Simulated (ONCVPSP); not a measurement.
# zirconium (Zr), ONCV: configuration errors across variants

| Property | Result |
| --- | --- |
| Element | Zr |
| Generator | ONCVPSP 4.0.1 |
| Type | optimised norm-conserving Vanderbilt (ONCV) |
| Functional | PW91 |
| Relativity | fully relativistic |
| Frozen core | [Ar] 3d10 |
| Valence charge | 12 |
| Reference configuration | 4s2 4p6 4d2 5s1.5 5p0.5 |
| Partial waves | 4s+5s: rc 1.70 bohr, ncon 4, nbas 9, qcut 6.1 1/bohr, 2 projectors; 4p+5p: rc 2.30 bohr, ncon 4, nbas 7, qcut 7.5 1/bohr, 2 projectors; 4d: rc 2.80 bohr, ncon 3, nbas 8, qcut 5.7 1/bohr, 2 projectors, debl 3.7 Ha |
| Local potential | polynomial inside 1.10 bohr (lpopt 2, dvloc0 3 Ha) |
| Core correction | none |

Open shells are filled in proportion to 2j + 1.

All-electron excitation energies from the reference (eV): (1) 4s2 4p6 4d2 5s2 5p0 -1.509; (2) 4s2 4p6 4d2 5s1 5p0 5.681; (3) 4s2 4p6 4d2 5s0 5p0 18.660; (4) 4s1 4p6 4d2 5s2 5p0 59.068.

Errors AE − PS in meV (a dash: test not solved or not reliable):

| change | (1) | (2) | (3) | (4) | bound ghosts | GHOST(+) flags above zero |
| --- | --- | --- | --- | --- | --- | --- |
| base | -0.1 | +0.1 | -2.5 | -110 | none | none |
| p: rc 1.56 | 0.0 | +0.1 | -2.3 | -124 | none | none |
| p: rc 1.88 | 0.0 | +0.1 | -2.5 | -118 | none | none |
| p: rc 2.02 | -0.1 | +0.1 | -2.5 | -114 | none | none |
| p: rc 2.2 | -0.1 | +0.1 | -2.5 | -110 | none | none |
| p: rc 2.54 | -0.1 | +0.1 | -2.3 | -106 | none | none |
| p: rc 2.7 | -0.1 | 0.0 | -2.6 | -109 | none | none |
| p: rc 2.88 | -0.1 | 0.0 | -2.7 | -109 | none | none |
| p: rc 3.08 | -0.1 | 0.0 | -3.6 | -113 | none | none |

Q: Give the same row for: p: rc 3.4.

A: -0.1, -0.1, -6.0, -112; bound ghosts: none; GHOST(+) flags above zero: none.
